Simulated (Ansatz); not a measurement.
Correlation energies of CH7AlN2O (`C[NH][Al]([NH2])[OH]`) by basis set

```xyz
12

C    -1.4004    0.2640   -1.2202
N    -0.6327   -0.6861   -0.4456
Al    0.7157   -0.3592    0.6535
N     1.2970    1.2838    0.9230
O     1.5121   -1.5988    1.4981
H    -2.4661    0.2584   -0.9590
H    -1.3222    0.0896   -2.3007
H    -1.0373    1.2787   -1.0379
H    -0.9491   -1.6318   -0.5921
H     0.9365    2.1192    0.4960
H     2.0582    1.5064    1.5421
H     1.2885   -2.5242    1.4429
```

Total charge 0; spin multiplicity 1. The structure was optimised at the PBE0-D4/def2-TZVP level. It is one conformer, not always the lowest. Frozen core, restricted reference, Ansatz 0.2.0. CBS rows extrapolate triple and quadruple zeta; past MP2 they add the triple-zeta difference.

```
     basis     HF (Eh)  MP2 corr.  CCSD corr.       (T)  CCSD(T) total
def2-TZVPP  -467.86381   -0.92327           ?  -0.03488              ?
def2-QZVPP           ?   -0.99145           –         –              –
 CBS(def2)           ?          ?    -1.07328     as TZ              ?
```

Fill in the withheld values. (An estimate is asked.)

The calculation gave: def2-TZVPP CCSD corr.: -0.95460; def2-TZVPP CCSD(T) total: -468.85329; def2-QZVPP HF (Eh): -467.88318; CBS(def2) HF (Eh): -467.88584; CBS(def2) MP2 corr.: -1.04195; CBS(def2) CCSD(T) total: -468.99400.
